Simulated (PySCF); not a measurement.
**Mayer bond orders and bond lengths**

C7H11ClSi.
Numbering: `[CH2:1]=[C:2]1[CH2:3][C@@H:4]([C:5]2([Cl:6])[CH2:7][CH2:8]2)[SiH2:9]1` (hydrogens: H10, H11 on C1; H12, H13 on C3; H14 on C4; H15, H16 on C7; H17, H18 on C8; H19, H20 on Si9)

Cartesian coordinates in Å at the GFN2-xTB level; atoms count from 1:
```
atom  x, y, z in Å
C1     3.2100   -0.1909   -0.0699
C2     1.9263    0.1044   -0.1825
C3     0.8531   -0.6636   -0.9201
C4    -0.3391    0.2989   -0.6887
C5    -1.5425   -0.3570   -0.0927
Cl6   -2.3449   -1.4509   -1.2543
C7    -2.4520    0.3422    0.8647
C8    -1.5949   -0.8000    1.3336
Si9    0.7547    1.4747    0.3843
H10    3.6363   -1.0718   -0.5278
H11    3.8906    0.4333    0.4852
H12    1.0890   -0.8179   -1.9731
H13    0.6758   -1.6419   -0.4711
H14   -0.6420    0.7711   -1.6271
H15   -2.1860    1.3457    1.1627
H16   -3.5146    0.1754    0.7795
H17   -0.7425   -0.5884    1.9616
H18   -2.0831   -1.7357    1.5602
H19    0.9336    2.8114   -0.1818
H20    0.4669    1.5717    1.8154
```

Bond orders from the PBE0/pcSseg-1 density (PySCF). Geometry: GFN2-xTB, one conformer, isolated molecule.

**Question.** Where do the orders between heavy atoms depart from those drawn in the SMILES?

**Answer.** The largest departure is 0.130, at C4–Si9 (drawn single, 0.870). Drawn single, order below 0.88: C4–Si9 (0.870).

**Question.** Give the Mayer order of every bond, beside its length.

**Answer.** 
| bond | drawn as | length (Å) | Mayer order |
| --- | --- | --- | --- |
| C1–C2 | double | 1.322 | 1.986 |
| C2–C3 | single | 1.512 | 0.996 |
| C3–C4 | single | 1.550 | 0.977 |
| C4–C5 | single | 1.494 | 1.015 |
| C5–Cl6 | single | 1.786 | 1.027 |
| C5–C7 | single | 1.494 | 0.936 |
| C7–C8 | single | 1.503 | 0.959 |
| C4–Si9 | single | 1.931 | 0.870 |
| Si9–C2 | single | 1.890 | 0.881 |
| C8–C5 | single | 1.494 | 0.915 |
| C1–H10 | single | 1.081 | 0.943 |
| C1–H11 | single | 1.077 | 0.950 |
| C3–H12 | single | 1.090 | 0.939 |
| C3–H13 | single | 1.091 | 0.935 |
| C4–H14 | single | 1.093 | 0.918 |
| C7–H15 | single | 1.080 | 0.945 |
| C7–H16 | single | 1.079 | 0.947 |
| C8–H17 | single | 1.080 | 0.945 |
| C8–H18 | single | 1.079 | 0.946 |
| Si9–H19 | single | 1.463 | 0.940 |
| Si9–H20 | single | 1.463 | 0.934 |

Bonds between the same two heavy elements. C–C: lowest C8–C5 (0.915, 1.494 Å), highest C1–C2 (1.986, 1.322 Å); in 7 of the 21 pairs the longer bond (by over 0.003 Å) has the higher order (by 0.02 or more). C–Si: all 2 within 0.02 of one another (0.870 to 0.881).

**Question.** Sum the orders of all bonds at each heavy atom with more than one neighbour and set the sums beside the valence in the SMILES.

**Answer.** C1 3.879 (drawn 4), C2 3.863 (drawn 4), C3 3.847 (drawn 4), C4 3.780 (drawn 4), C5 3.893 (drawn 4), C7 3.787 (drawn 4), C8 3.765 (drawn 4), Si9 3.625 (drawn 4). Orders between atoms that aren't bonded are not in these sums.

For a closed shell the Mayer order of atoms A and B is Σ (PS)μν (PS)νμ over the basis functions μ on A and ν on B, with P the density and S the overlap matrix.
